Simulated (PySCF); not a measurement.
## Field gradients at the hydrogen positions

C₅H₉NO.
Cartesian coordinates in Å at the GFN2-xTB level; atoms count from 1:
```
atom  x, y, z in Å
C1     3.0806   -0.4116    0.2708
C2     1.7224   -0.0860   -0.2529
C3     0.6168   -0.1669    0.4745
N4    -0.6546    0.1387    0.0033
C5    -1.7774    0.0669    0.7775
C6    -3.0408    0.4414    0.0322
O7    -1.7527   -0.2682    1.9394
H8     3.0233   -0.7661    1.2963
H9     3.7207    0.4705    0.2413
H10    3.5509   -1.1798   -0.3425
H11    1.6736    0.2334   -1.2864
H12    0.6160   -0.4814    1.5079
H13   -0.7338    0.4326   -0.9597
H14   -3.8742    0.4553    0.7282
H15   -2.9368    1.4218   -0.4274
H16   -3.2416   -0.2917   -0.7466
```

Level: B3LYP/pcJ-1 (PySCF, non-relativistic); Q(2H) = 0.00286 b; rigid geometry, the same for H and D, with no vibrational averaging.

Question: Rank these positions by the coupling χzz of a deuteron there, largest first.
A. H13 (amide N–H hydrogen)
B. H11 (vinylic hydrogen)
C. H10 (methyl hydrogen)

Answer: A (259 kHz), B (212 kHz), C (202 kHz).

What are Vzz, η and χzz (234.96 MHz × Q × Vzz) at all hydrogens?

```csv
atom,bonded to,bond length (Å),Vzz (au),η,χzz (kHz)
H8,C1,1.086,0.3046,0.04,205
H9,C1,1.090,0.2997,0.03,201
H10,C1,1.090,0.3006,0.03,202
H11,C2,1.083,0.3155,0.11,212
H12,C3,1.080,0.3053,0.09,205
H13,N4,1.010,0.3858,0.21,259
H14,C6,1.086,0.3020,0.02,203
H15,C6,1.088,0.3024,0.04,203
H16,C6,1.088,0.3017,0.03,203
```

Average by the element that carries the hydrogen.

on C: 204 kHz over 8 positions, mean bond length 1.086 Å; on N: 259 kHz over 1 position, mean bond length 1.010 Å.

How does χzz go with the bond length over the 8 C–H bonds?

A straight-line fit has a slope of -6.6 kHz for each 0.01 Å, with a correlation coefficient of -0.68, over lengths from 1.080 to 1.090 Å.

A static deuteron (I = 1) shows a doublet split by (3/2)χ, (3/4)χ(1 + η) and (3/4)χ(1 − η) with the field along z, y and x of the gradient. What are these for H16?

With |χ| = 202.8 kHz and η = 0.034: 304, 157 and 147 kHz, to first order and without motion.

Geometry: GFN2-xTB, one conformer, isolated molecule. GFN2-xTB bond lengths can be off by several hundredths of an ångström, more for odd bonds, and the gradients follow them. A larger basis could move these couplings by a tenth or more.
